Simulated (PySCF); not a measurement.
## Selenium: highly charged ions in a basis for the neutral atom

Se⁹⁺ [Ar] 3d7, Se¹⁰⁺ [Ar] 3d6. Computed with PySCF 2.14 in aug-cc-pVDZ-DK, with the spin-free X2C one-electron Hamiltonian (Gaussian nucleus). No spin-orbit coupling, so a gap to NIST mixes the basis error with missing relativistic terms.

Changed run: basis of the neutral atom used for a highly charged ion. This setting is unsound on purpose.

```csv
species,method,sound run (hartree),changed run (hartree),converged
Se⁹⁺,UHF,not run,-2397.58955,yes
Se⁹⁺,r2SCAN,not run,-2398.85799,yes
Se⁹⁺,M06-L,not run,-2398.86388,yes
Se¹⁰⁺,UHF,not run,-2387.71763,yes
Se¹⁰⁺,r2SCAN,not run,-2388.90800,yes
Se¹⁰⁺,M06-L,not run,-2388.92509,yes
```

Ionisation energy of Se⁹⁺:

| method | changed run (eV) | NIST (eV) |
| --- | --- | --- |
| UHF | 268.63 | 255 ± 2.2 |
| r2SCAN | 270.75 | 255 ± 2.2 |
| M06-L | 270.45 | 255 ± 2.2 |

The contracted functions were made for the neutral atom and can be too rigid for a highly charged ion.
